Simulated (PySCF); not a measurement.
(E)-1-bromo-2-fluoroprop-1-ene (C3H4BrF), SMILES C/C(F)=C\Br. The structure is a stationary point at B3LYP-D3(BJ)/def2-SVP.

### Question
Give the equilibrium geometry at B3LYP-D3(BJ)/def2-SVP (PySCF confirms it by a frequency run) as Cartesian coordinates in Å, and its point group. (The exact figures need the calculation; the answer reports its results.)

### Answer
point group Cs.
```xyz
9

C      1.3744    -1.6822     0.0000
C     -0.0929    -1.4446     0.0000
F     -0.8086    -2.5877     0.0000
C     -0.7793    -0.2977     0.0000
Br     0.0253     1.4116     0.0000
H      1.6587    -2.2706     0.8880
H      1.9301    -0.7372     0.0000
H      1.6587    -2.2706    -0.8880
H     -1.8693    -0.2934     0.0000
```
Charge 0, spin multiplicity 1.
